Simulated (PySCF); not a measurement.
Quadrupolar nuclei of `Cc1ocpc1F` in NMR

Species: C4H4FOP.
Atom-mapped SMILES: `[CH3:1][c:2]1[o:3][cH:4][p:5][c:6]1[F:7]` (hydrogens: H8, H9, H10 on C1; H11 on C4)

Geometry (GFN2-xTB, Å), atoms numbered from 1 in this order:
```
atom  x, y, z in Å
C1    -1.5580   -0.5571    0.3177
C2    -0.1679   -0.0462    0.1723
O3     0.8514   -0.8753    0.4304
C4     2.0387   -0.2817    0.2592
P5     2.0180    1.3525   -0.2354
C6     0.2519    1.1968   -0.2002
F7    -0.6081    2.1837   -0.5041
H8    -2.2612    0.2333    0.0731
H9    -1.7190   -1.4031   -0.3489
H10   -1.7311   -0.8920    1.3394
H11    2.8907   -0.9083    0.4554
```

Computed at PBE0/pcSseg-1 (PySCF, non-relativistic):

```json
{"atom": "O3", "environment": "furan-type oxygen", "nucleus": "17O", "spin I": "5/2", "Q (b)": "-0.0256", "CQ = χzz (MHz)": "-8.704", "η": "0.037"}
```

At 9.4 T, set νQ = 3|CQ|/[2I(2I − 1)] beside the Larmor frequency (|g| × 7.62259 MHz/T × B; g(17O) = −0.75752), and give PQ = |CQ|√(1 + η²/3).

| atom | PQ (MHz) | νQ (MHz) | ν0 (MHz) | νQ/ν0 |
| --- | --- | --- | --- | --- |
| O3 | 8.706 | 1.306 | 54.28 | 0.024 |

For O3: PQ = 8.704 × 1.0002, νQ = 8.704 × 0.1500, ν0 = 5.7742 MHz/T × 9.4 T.

For half-integer spins with νQ below a tenth of ν0, find the second-order shift of the centre of gravity of the central transition at 9.4, 14.1 and 18.8 T.

From −(3/40)(PQ/ν0)²[I(I + 1) − 3/4]/[I(2I − 1)]², which goes as 1/B² (ppm):

```csv
site,9.4 T,14.1 T,18.8 T
17O at O3,-154,-68.6,-38.6
```

Quadrupolar 1/T1 and linewidth for τc = 3 ps (extreme narrowing, isotropic tumbling)?

1/T1 = 1/T2 = (3π²/10)(2I + 3)/[I²(2I − 1)] × PQ² × τc; the width is 1/(πT2).

| site | spin factor (2I + 3)/[I²(2I − 1)] | 1/T1 (s⁻¹) | T1 (ms) | linewidth (Hz) |
| --- | --- | --- | --- | --- |
| 17O at O3 | 0.320 | 215 | 4.64 | 68.6 |

Isolated species at its GFN2-xTB geometry, gas phase. GFN2-xTB bond lengths can be off by several hundredths of an ångström, more for odd bonds, and the gradients follow them. The small basis limits the accuracy of the gradients.
